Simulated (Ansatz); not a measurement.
Steps of a relaxation of CH8BNSSi with RKS PBE0-D4/def2-TZVP.

```sh
$ ansatz run in.yaml --threads 4 --pin off --events-out ev --progress --plain --max-ram 10444MiB
```

```yaml
crystal:
  periodic: [false, false, false]
  atoms:
    - {symbol: B, position_ang: [-0.481037, 1.139470, 1.465359]}
    - {symbol: Si, position_ang: [-0.124697, -0.318423, 0.214773]}
    - {symbol: C, position_ang: [-0.571190, -0.427285, -1.612357]}
    - {symbol: N, position_ang: [0.737002, -1.743375, 0.646773]}
    - {symbol: S, position_ang: [1.163681, 1.734100, 0.408250]}
    - {symbol: H, position_ang: [-0.088448, 0.926975, 2.602383]}
    - {symbol: H, position_ang: [-1.426773, 1.887862, 1.302177]}
    - {symbol: H, position_ang: [-1.332064, -1.221336, -1.760539]}
    - {symbol: H, position_ang: [-1.000978, 0.528981, -1.969528]}
    - {symbol: H, position_ang: [0.307630, -0.674716, -2.242212]}
    - {symbol: H, position_ang: [1.008200, -1.913963, 1.616814]}
    - {symbol: H, position_ang: [1.296080, -2.286418, -0.014721]}
    - {symbol: H, position_ang: [0.532995, 2.333429, -0.642273]}
basis:
  gaussian: {orbitals: def2-TZVP}
hamiltonian: {xc: pbe0, dispersion: d4}
relax: {f_tol: 0.005, max_steps: 150}
```

Positions (Å) and forces (eV/Å) along the path, 10 of 10 steps:

```xyz
13
step=1 energy=-22039.1309 eV
B    -0.481    1.139    1.465   -0.147    0.077    0.211
Si   -0.125   -0.318    0.215    0.449   -0.210   -0.136
C    -0.571   -0.427   -1.612   -0.065   -0.037   -0.175
N     0.737   -1.743    0.647    0.173    0.138    0.024
S     1.164    1.734    0.408   -0.500   -0.086   -0.350
H    -0.088    0.927    2.602   -0.122    0.086   -0.422
H    -1.427    1.888    1.302    0.382   -0.269    0.047
H    -1.332   -1.221   -1.761    0.352    0.372    0.076
H    -1.001    0.529   -1.970    0.208   -0.455    0.186
H     0.308   -0.675   -2.242   -0.416    0.129    0.328
H     1.008   -1.914    1.617   -0.172    0.121   -0.629
H     1.296   -2.286   -0.015   -0.379    0.375    0.434
H     0.533    2.333   -0.642    0.237   -0.241    0.406
13
step=2 energy=-22039.1908 eV
B    -0.488    1.129    1.463   -0.070   -0.023    0.050
Si   -0.118   -0.311    0.207    0.248   -0.065   -0.016
C    -0.569   -0.424   -1.606   -0.021   -0.002    0.011
N     0.734   -1.726    0.641   -0.015    0.178   -0.016
S     1.156    1.706    0.409   -0.213   -0.087   -0.188
H    -0.092    0.925    2.585   -0.049    0.017   -0.126
H    -1.410    1.881    1.296    0.120   -0.076    0.022
H    -1.318   -1.213   -1.750    0.103    0.111    0.026
H    -0.998    0.521   -1.956    0.055   -0.128    0.045
H     0.303   -0.663   -2.228   -0.116    0.037    0.091
H     1.006   -1.888    1.600   -0.056    0.021   -0.150
H     1.285   -2.265   -0.012   -0.096    0.093    0.097
H     0.531    2.292   -0.636    0.109   -0.074    0.153
13
step=3 energy=-22039.2026 eV
B    -0.495    1.118    1.458   -0.071   -0.077   -0.002
Si   -0.103   -0.304    0.201   -0.022    0.048   -0.040
C    -0.570   -0.421   -1.598   -0.010   -0.003    0.036
N     0.742   -1.708    0.638   -0.002    0.040    0.027
S     1.148    1.673    0.394    0.103    0.014    0.015
H    -0.106    0.910    2.573    0.030    0.029    0.025
H    -1.402    1.878    1.290   -0.014    0.016   -0.007
H    -1.313   -1.210   -1.731   -0.019   -0.024   -0.010
H    -1.006    0.516   -1.945   -0.009    0.023   -0.009
H     0.293   -0.655   -2.223    0.022   -0.008   -0.028
H     0.988   -1.884    1.598    0.002   -0.012    0.006
H     1.294   -2.247   -0.007    0.018   -0.023   -0.016
H     0.551    2.299   -0.633   -0.028   -0.025    0.001
13
step=4 energy=-22039.2035 eV
B    -0.500    1.115    1.461   -0.050   -0.034    0.023
Si   -0.101   -0.299    0.198    0.010    0.005    0.026
C    -0.571   -0.417   -1.599    0.002    0.011    0.012
N     0.746   -1.700    0.637    0.000   -0.020    0.013
S     1.153    1.668    0.404    0.037    0.024   -0.058
H    -0.102    0.920    2.576   -0.007   -0.012    0.014
H    -1.403    1.878    1.290   -0.007    0.020   -0.003
H    -1.312   -1.208   -1.733   -0.011   -0.012    0.001
H    -1.010    0.520   -1.945   -0.010    0.015   -0.010
H     0.292   -0.648   -2.228    0.011   -0.005   -0.015
H     0.982   -1.882    1.598    0.004   -0.006    0.000
H     1.300   -2.240   -0.007    0.009   -0.013    0.000
H     0.545    2.258   -0.638    0.014    0.027   -0.002
13
step=5 energy=-22039.2043 eV
B    -0.501    1.113    1.460   -0.025   -0.027    0.021
Si   -0.098   -0.299    0.197    0.000    0.017    0.001
C    -0.572   -0.419   -1.599    0.003    0.004    0.006
N     0.747   -1.703    0.638   -0.001    0.003    0.000
S     1.156    1.670    0.400    0.017    0.007   -0.026
H    -0.105    0.917    2.576   -0.004   -0.001    0.005
H    -1.403    1.878    1.287    0.001    0.009   -0.006
H    -1.313   -1.211   -1.731   -0.004   -0.005    0.001
H    -1.012    0.518   -1.945   -0.003    0.006   -0.002
H     0.289   -0.650   -2.230    0.002   -0.002   -0.007
H     0.983   -1.884    1.599    0.004   -0.004    0.003
H     1.299   -2.245   -0.005    0.005   -0.008    0.001
H     0.550    2.279   -0.632    0.005    0.001    0.001
13
step=6 energy=-22039.2046 eV
B    -0.504    1.110    1.460   -0.007   -0.009    0.009
Si   -0.095   -0.298    0.196   -0.001    0.014   -0.005
C    -0.573   -0.418   -1.599    0.002    0.000   -0.001
N     0.749   -1.702    0.639   -0.002    0.002   -0.004
S     1.159    1.669    0.399    0.005   -0.005    0.000
H    -0.110    0.915    2.578    0.001    0.005   -0.001
H    -1.403    1.879    1.285    0.001    0.001   -0.006
H    -1.314   -1.211   -1.728   -0.002   -0.001    0.001
H    -1.015    0.518   -1.944   -0.001    0.002    0.001
H     0.287   -0.650   -2.233   -0.001   -0.001   -0.001
H     0.983   -1.884    1.600    0.004   -0.002    0.004
H     1.301   -2.246   -0.004    0.003   -0.004    0.002
H     0.556    2.282   -0.633   -0.003   -0.001    0.002
13
step=7 energy=-22039.2046 eV rejected
B    -0.507    1.109    1.461    0.013   -0.019   -0.010
Si   -0.092   -0.298    0.197   -0.011    0.002    0.003
C    -0.574   -0.417   -1.598    0.005    0.004    0.010
N     0.752   -1.703    0.638    0.000    0.005    0.000
S     1.160    1.666    0.401    0.020   -0.002    0.003
H    -0.115    0.918    2.580   -0.017    0.014   -0.010
H    -1.403    1.878    1.272   -0.003   -0.004    0.017
H    -1.320   -1.206   -1.725    0.001   -0.006   -0.003
H    -1.014    0.522   -1.940    0.000    0.004   -0.003
H     0.283   -0.650   -2.235   -0.004   -0.002   -0.001
H     0.988   -1.884    1.600   -0.001    0.000    0.002
H     1.305   -2.246   -0.004    0.002   -0.002   -0.003
H     0.557    2.277   -0.631   -0.004    0.006   -0.005
13
step=8 energy=-22039.2047 eV
B    -0.506    1.109    1.460    0.003   -0.005    0.008
Si   -0.093   -0.298    0.196    0.001    0.002   -0.003
C    -0.574   -0.418   -1.599    0.000    0.001   -0.001
N     0.751   -1.702    0.638    0.000    0.000   -0.001
S     1.162    1.666    0.400   -0.003    0.002   -0.003
H    -0.114    0.918    2.579   -0.004    0.002    0.000
H    -1.404    1.878    1.278    0.002    0.001   -0.003
H    -1.317   -1.209   -1.726   -0.001   -0.001    0.000
H    -1.015    0.519   -1.943   -0.001    0.000    0.000
H     0.284   -0.651   -2.234    0.000    0.000    0.000
H     0.987   -1.883    1.599    0.000   -0.002    0.001
H     1.302   -2.246   -0.004    0.001    0.001    0.001
H     0.558    2.282   -0.629    0.002   -0.001    0.000
13
step=9 energy=-22039.2047 eV
B    -0.507    1.108    1.460   -0.002    0.004   -0.003
Si   -0.092   -0.299    0.196   -0.004    0.006    0.000
C    -0.575   -0.417   -1.598    0.002    0.003   -0.002
N     0.752   -1.703    0.637    0.001    0.000    0.004
S     1.163    1.665    0.401   -0.002   -0.002   -0.005
H    -0.119    0.920    2.580    0.001    0.000    0.004
H    -1.403    1.877    1.273    0.002   -0.004    0.000
H    -1.320   -1.207   -1.724    0.001   -0.001    0.002
H    -1.016    0.520   -1.940    0.000    0.001    0.000
H     0.281   -0.651   -2.235   -0.001   -0.001   -0.001
H     0.986   -1.885    1.599    0.001    0.001    0.000
H     1.309   -2.243   -0.004    0.001   -0.004   -0.003
H     0.561    2.281   -0.629    0.001   -0.001    0.004
13
step=10 energy=-22039.2047 eV
B    -0.507    1.108    1.460   -0.001   -0.001   -0.001
Si   -0.092   -0.299    0.196   -0.001   -0.001    0.000
C    -0.575   -0.417   -1.598    0.000    0.001    0.000
N     0.753   -1.703    0.637    0.002   -0.001    0.002
S     1.163    1.664    0.401    0.000    0.002   -0.001
H    -0.120    0.920    2.581    0.000    0.002    0.000
H    -1.403    1.877    1.272    0.001    0.000    0.000
H    -1.320   -1.207   -1.724    0.000   -0.001    0.000
H    -1.015    0.521   -1.941    0.000    0.000    0.000
H     0.281   -0.652   -2.235    0.000    0.000    0.000
H     0.988   -1.884    1.599   -0.001    0.000   -0.001
H     1.307   -2.245   -0.005    0.000    0.000   -0.001
H     0.561    2.281   -0.629    0.001    0.000    0.002
```

It took 44 s on 4 threads of an Arm Neoverse V2 on a shared host, with 0.62 GiB of host memory at the peak.
